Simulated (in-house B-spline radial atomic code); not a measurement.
## Ionising the rubidium ion Rb⁸⁺ with different functionals

Computed with a B-spline radial code for spherical atoms: non-relativistic Hamiltonian, point nucleus, spin-polarised at highest spin, spherical fractional occupations for the functionals, the average over the highest-spin determinants for Hartree-Fock. The ionisation energy is the difference of two self-consistent energies, [Ar] 3d10 4s1 → [Ar] 3d10, without Breit or QED terms; ε is the level of the shell that loses the electron (its least bound occupied spin orbital). There is no spin-orbit coupling in this Hamiltonian.

| method | rung | ΔSCF (eV) | -ε(4s) (eV) |
| --- | --- | --- | --- |
| Hartree-Fock | Hartree-Fock | 147.18 | 147.29 |
| HF fractional | Hartree-Fock | 147.18 | 147.29 |
| LDA VWN5 | LDA | 150.05 | 142.09 |
| LDA PW92 | LDA | 150.04 | 142.08 |
| LDA exchange-only | LDA | 148.74 | 140.85 |
| PBE | GGA | 149.82 | 141.59 |
| PBEsol | GGA | 149.48 | 141.56 |
| BLYP | GGA | 150.25 | 141.89 |
| RPBE | GGA | 149.53 | 141.28 |
| PW91 | GGA | 149.95 | 141.80 |
| BP86 | GGA | 149.39 | 141.68 |
| AM05 | GGA | 149.33 | 141.56 |
| OLYP | GGA | 149.43 | 141.17 |
| TPSS | meta-GGA | 149.11 | 141.32 |
| SCAN | meta-GGA | 149.02 | 142.12 |
| r2SCAN | meta-GGA | ? | ? |
| M06-L | meta-GGA | 147.47 | 141.03 |
| revTPSS | meta-GGA | 148.82 | 141.20 |
| PBE0 | global hybrid | 149.27 | 143.19 |
| B3LYP | global hybrid | 149.95 | 143.30 |
| TPSSh | global hybrid | 148.95 | 141.98 |
| M06-2X | global hybrid | 148.68 | 144.07 |
| BHandHLYP | global hybrid | 149.30 | 145.02 |
| r2SCAN0 | global hybrid | 148.62 | 143.46 |
| B97-1 | global hybrid | ? | ? |
| HSE06 | range-separated hybrid | 149.37 | 142.98 |
| wB97X | range-separated hybrid | 147.66 | 145.65 |
| CAM-B3LYP | range-separated hybrid | 149.96 | 145.23 |
| LC-wPBE | range-separated hybrid | 149.66 | 146.72 |

Problem. What does r2SCAN give?

Solution. ΔSCF 148.81 eV, and -ε(4s) = 141.88 eV.

Problem. What does B97-1 give?

Solution. ΔSCF 148.77 eV, and -ε(4s) = 142.43 eV.

Problem. Among the functionals, which spreads more, the ΔSCF values or the orbital energies?

Solution. The orbital energies: ΔSCF values span about 2.78 eV and the orbital energies 5.87 eV.

Problem. How do they compare with the NIST value?

Solution. NIST lists 150.63 eV ± 0.025 (measured, ground level to ground level). Errors run from -3.45 to -0.38 eV; BLYP is closest (-0.38 eV), but part of that can be cancellation, since the calculations leave out relativity, Breit-QED terms. Hartree-Fock also lacks correlation.
